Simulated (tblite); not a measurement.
C4H8Si.
SMILES with atom numbers: `[SiH3:1][C@@H:2]1[CH:3]=[CH:4][CH2:5]1` (hydrogens: H6, H7, H8 on Si1; H9 on C2; H10 on C3; H11 on C4; H12, H13 on C5)

Computed geometry: GFN2-xTB, gas phase.

Question: Give the optimised bond lengths and angles.

Answer: 
```csv
bond,length (bohr)
Si1–C2,3.588
C2–C3,2.839
C3=C4,2.512
C4–C5,2.836
C2–C5,2.939
"Si1–H6, Si1–H7, Si1–H8",2.767
C2–H9,2.065
C3–H10,2.032
C4–H11,2.032
C5–H12,2.060
C5–H13,2.059
```

Bonds in one row agree within 0.02 bohr and their mean is given. A selection of angles:
```csv
angle,degrees
C2–Si1–H6,108.8
H6–Si1–H7,110.0
Si1–C2–C3,115.9
Si1–C2–C5,116.0
Si1–C2–H9,110.9
C3–C2–C5,85.5
C3–C2–H9,113.4
C5–C2–H9,113.2
C2–C3–C4,94.5
C2–C3–H10,131.2
C4–C3–H10,134.4
C3–C4–C5,94.2
C3–C4–H11,134.6
C5–C4–H11,131.2
C4–C5–H12,115.4
C4–C5–H13,115.3
C2–C5–C4,85.9
C2–C5–H12,115.3
C2–C5–H13,114.7
H12–C5–H13,109.0
```

Torsions: Si1–C2–C3–C4 -116° (anticlinal); C2–C3–C4–C5 -1° (synperiplanar); C3–C4–C5–C2 1° (synperiplanar); Si1–C2–C5–C4 116° (anticlinal).

The 4-membered ring C2–C3–C4–C5 has internal angles of 85.5° to 94.5°; it is planar, 0.01 Å rms from its mean plane, widest ring torsion 1°. Si1 (SiH3 silicon) is tetrahedral (angles from 108.8° to 110.0°). The C–C distances run from 1.329 Å (C3=C4, drawn double) to 1.555 Å (C2–C5, drawn single), a spread of 0.226 Å.

Its GFN2-xTB frequencies are all real (lowest 110 cm⁻¹).

On an Intel Xeon at 2.50 GHz with one thread, no GPU (shared host), this took 1.1 s wall. That covers the optimisation of the geometry.
